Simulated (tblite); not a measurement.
Task: Give a GFN2-xTB geometry of InChI=1S/C6H12OSi/c1-2-6-5-8-4-3-7-6/h5H,2-4,8H2,1H3.

Result: 
```
atom  x, y, z in Å
C1     2.8258    0.4096    0.3461
C2     1.9692   -0.3854   -0.6402
C3     0.5082   -0.2784   -0.2852
C4    -0.1551   -1.2217    0.3962
Si5   -1.9992   -1.1494    0.6494
C6    -2.3985    0.3907   -0.3949
C7    -1.2372    1.3596   -0.2249
O8    -0.0003    0.8969   -0.7312
H9     3.8779    0.3282    0.0832
H10    2.5428    1.4592    0.3267
H11    2.6886    0.0321    1.3572
H12    2.1109    0.0188   -1.6443
H13    2.2708   -1.4332   -0.6352
H14    0.4111   -2.0894    0.6997
H15   -2.3924   -0.9223    2.0477
H16   -2.6831   -2.3268    0.1053
H17   -2.5057    0.1419   -1.4506
H18   -3.3136    0.8918   -0.0855
H19   -1.4096    2.2957   -0.7663
H20   -1.1158    1.5928    0.8436
```

Any rigid rotation of these coordinates is as good. Atoms count from 1 in this order. The C–O distances run from 1.356 Å (C3–O8, drawn single) to 1.414 Å (C7–O8, drawn single), a spread of 0.058 Å. Si5 (SiH2 silicon) is distorted tetrahedral (angles from 99.5° to 113.6°). The 6-membered ring C3–C4–Si5–C6–C7–O8 has internal angles of 99.5° to 126.3° (sum 689°, against 720° for a flat polygon); it is puckered, 0.21 Å rms from its mean plane, widest ring torsion 64°. O8 (cyclic ether oxygen) is bent (angle 119.6°).

Bonds between heavy atoms (Å): C1–C2 1.529, C2–C3 1.507, C3=C4 1.339, C4–Si5 1.863, Si5–C6 1.903, C6–C7 1.522, C7–O8 1.414, C3–O8 1.356.

The geometry is computed with GFN2-xTB (gas phase).

Point group: C1 (no symmetry element, even within 0.4 Å). Its GFN2-xTB frequencies are all real (lowest 38 cm⁻¹). One conformer, not necessarily the lowest (C1–C2–C3–C4 -99°, C3–C4–Si5–C6 4°, C4–Si5–C6–C7 -36°, Si5–C6–C7–O8 64°, C6–C7–O8–C3 -57°).
